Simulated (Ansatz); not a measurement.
Reaction (SMILES): CN(C)C [N,N-dimethylmethanamine] -> [CH2]N(C)C + H atom (the C-H bond at the site shown breaks; other sites are not compared here)
Each molecule is optimised on its own at B3LYP-D3(BJ)/def2-TZVP (Ansatz, a quantum-chemistry and plane-wave program), one conformer each, not searched for the lowest.
Geometry of the first species:
SMILES: CN(C)C
```xyz
13

N      0.0026     0.0015     0.3690
C      0.0034     1.3852    -0.0654
C      1.1975    -0.6963    -0.0655
C     -1.2022    -0.6896    -0.0484
H     -0.0042     1.4885    -1.1661
H      0.8915     1.8925     0.3148
H     -0.8763     1.8974     0.3273
H      1.2828    -0.7549    -1.1661
H      1.1956    -1.7143     0.3273
H      2.0837    -0.1858     0.3147
H     -1.3035    -0.7477    -1.1477
H     -2.0800    -0.1742     0.3444
H     -1.2003    -1.7076     0.3443
```

Quantity: bond dissociation energy (electronic energy difference), in kJ/mol. Valence correlation only, unless marked. UHF or UKS for open shells. No spin-orbit coupling. No relativistic terms. Basis-set limits of correlation are two-point, X^-3; Hartree-Fock from the larger set. [CCSD(T)-MP2]/basis is that difference in the basis named.

```csv
level,program,bond dissociation energy (kJ/mol)
HF/6-31G*,Ansatz,332.7
HF/cc-pVDZ,Ansatz,325.4
RI-HF/aug-cc-pVTZ,Ansatz,322.8
RI-HF/cc-pVQZ,Ansatz,323.3
```

What does RI-MP2/CBS(cc-pVTZ,cc-pVQZ)+[CCSD(T)-MP2]/cc-pVDZ (Ansatz) give?

422.2 kJ/mol, so RI-HF/cc-pVQZ differs from it by -98.9 kJ/mol.
